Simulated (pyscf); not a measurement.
**`[CH3][Si]([CH3])[CH3]`, doublet**

Gas-phase minimum from PySCF at ωB97X-D3(BJ)/def2-SVP, one conformer. Other isomers of H₃C–Si•(CH₃)–CH₃ were not searched in full and may lie lower. 

SMILES: C[Si](C)C
```xyz
13

C      0.9407    -1.1055    -0.9803
Si    -0.2250     0.3218    -1.4023
C     -2.0222    -0.2536    -1.2863
C      0.0691     1.7693    -0.2222
H      0.7925    -1.9603    -1.6591
H      0.7541    -1.4552     0.0512
H      1.9960    -0.7966    -1.0469
H     -2.7221     0.5594    -1.5367
H     -2.2200    -1.0955    -1.9685
H     -2.2470    -0.5900    -0.2581
H     -0.5969     2.6165    -0.4508
H      1.1088     2.1289    -0.2773
H     -0.1265     1.4554     0.8191
```
Charge 0, spin multiplicity 2.

Bond lengths (Å): C1–Si2 1.891, C1–H5 1.102, C1–H6 1.105, C1–H7 1.102, Si2–C3 1.891, Si2–C4 1.891, C3–H8 1.102, C3–H9 1.102, C3–H10 1.105, C4–H11 1.102, C4–H12 1.102, C4–H13 1.105. Bond angles (°): Si2–C1–H5 111.4, Si2–C1–H6 110.1, Si2–C1–H7 111.4, H5–C1–H6 107.9, H5–C1–H7 108.0, H6–C1–H7 107.9, C1–Si2–C3 110.0, C1–Si2–C4 110.0, C3–Si2–C4 110.0, Si2–C3–H8 111.4, Si2–C3–H9 111.4, Si2–C3–H10 110.1, H8–C3–H9 108.0, H8–C3–H10 107.9 (the first ones only).

Properties at ωB97X-D3(BJ)/def2-SVP:

```yaml
harmonic_wavenumbers_unscaled: 140, 154, 154, 200, 200, 226, 618, 682, 682, 684, 730, 730, 863, 863, 869, 1270, 1270, 1279, 1430, 1437, 1437, 1443, 1443, 1454, 3051, 3051, 3052, 3147, 3147, 3148, 3172, 3172, 3172 cm⁻¹
zero_point_energy: 69.1 kcal/mol
rotational_symmetry_number: 3
Entropy of this conformer at 298 K and 1 atm, rigid rotor and harmonic oscillator, modes under 100 cm⁻¹ raised to 100: 336.8 J/(mol K)
dipole_moment: 0.58 D
Spin expectation value S2: 0.751
```

Single-point totals, which compare only within one level:

```csv
level,total energy (hartree)
ωB97X-D3(BJ)/def2-TZVP,-409.36292
PBE/def2-TZVP,-408.93307
r²SCAN/def2-TZVP,-409.15886
B3LYP-D3(BJ)/def2-TZVP,-409.30832
PBE0-D3(BJ)/def2-TZVP,-408.99650
M06-2X/def2-TZVP,-409.17145
ωB97M-D3(BJ)/def2-TZVP,-409.32869
```

Soft torsions are taken as harmonic, which can shift the entropy by several J/(mol K).
